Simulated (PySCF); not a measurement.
PtF₄: breathing scan

All numbers come from PySCF, UPBE0, basis Pt def2-SVP with ECP60, F def2-SVP (scalar-relativistic core potentials, no spin–orbit coupling, density fitting).

Rigid scan from the triplet minimum (Pt–F 1.847 Å (×4); F–Pt–F 87.7° (×2), F–Pt–F 92.3° (×2), F–Pt–F 180.0° (×2)). Coordinate: all bonds to the central atom scaled together. Energies in kJ/mol from the minimum.

Predict the curve at 0.88, 0.92, 0.96, 1.00, 1.04, 1.08, 1.14, 1.22, 1.35.


| scale of all bonds to the centre | E (kJ/mol) | dipole size (D) | ⟨S²⟩ |
| --- | --- | --- | --- |
| 0.88 | 514.5 | 0.00 | 2.00 |
| 0.92 | 195.1 | 0.00 | 2.00 |
| 0.96 | 41.9 | 0.00 | 2.00 |
| 1.00 | 0.0 | 0.00 | 2.00 |
| 1.04 | 31.0 | 0.00 | 2.00 |
| 1.08 | 108.2 | 0.00 | 2.01 |
| 1.14 | 272.2 | 0.00 | 2.01 |
| 1.22 | 524.6 | 0.00 | 2.01 |
| 1.35 | 800.4 | 2.28 | 2.80 |

Spin contamination is strong at 1.35, so these points are less reliable.

Other spin states or occupations of the open shell can lie lower. Spin–orbit coupling, left out here, can matter for elements this heavy.

Other isomers or separated fragments may lie lower.

The scan took 3.5 min on 2 threads of a shared Arm Neoverse V1 host; the process peaked at 1.1 GiB.
